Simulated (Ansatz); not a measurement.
`O[Si](S)(S)Cl`, relaxed with RKS PBE0-D4/def2-TZVP in Ansatz 0.2.0 from a PBE-D4/def2-SVP geometry. The force threshold is 0.005 eV/Å; the program also tests the step.

Charge 0, multiplicity 1.

Start:

```xyz
8

O    -0.882   -1.498   -0.282
Si    0.207   -0.275    0.026
S     0.483    0.569   -1.917
S    -0.412    1.153    1.505
Cl    1.948   -1.052    0.862
H    -1.028   -2.109    0.464
H     1.158    1.642   -1.416
H    -1.475    1.570    0.759
```

Problem. By how much does the energy fall, and how many steps does the optimiser take? (Estimate.)

Solution. Ansatz gave: 1.39 kcal/mol, in 10 steps.

Problem. Which bonds change most? (An estimate is asked.)

Solution. The calculation gave: O1–Si2 from 1.666 to 1.628 Å; Si2–Cl5 from 2.082 to 2.051 Å; Si2–S4 from 2.148 to 2.121 Å; Si2–S3 from 2.136 to 2.111 Å.

Problem. Give the relaxed structure. (Estimate.)

Solution. Computed: 
```xyz
8

O    -0.839   -1.476   -0.270
Si    0.212   -0.268    0.023
S     0.468    0.572   -1.897
S    -0.425    1.117    1.497
Cl    1.952   -0.999    0.825
H    -1.081   -2.041    0.468
H     1.205    1.591   -1.421
H    -1.492    1.504    0.775
```
